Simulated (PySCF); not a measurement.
H3Sb, SMILES [SbH3+], charge +1, multiplicity 2. The structure is a stationary point at PBE-D3(BJ)/def2-TZVPD. The def2 effective core potentials stand for the cores of Sb; spin–orbit coupling is left out.

Computed with PBE-D3(BJ)/def2-TZVPD (PySCF).

Harmonic wavenumbers (cm⁻¹): 640, 720, 720, 1939, 2009, 2009. Rotational constants (GHz): 105.8, 105.8, 65.12; symmetry number 3.

Task: Work out the zero-point energy and the ideal-gas rigid-rotor harmonic-oscillator thermochemistry at 298.15 K and 1 atm.

Result: ZPE = ½ Σ hcν = ½ × 8037 cm⁻¹ = 11.49 kcal/mol. H − E(el) = 14.08 kcal/mol. Entropy in cal/(mol K): translation 40.38, rotation 14.56, vibration 0.96, spin 1.38, total 57.27. G − E(el) = -3.00 kcal/mol. Cp = 10.52 cal/(mol K).
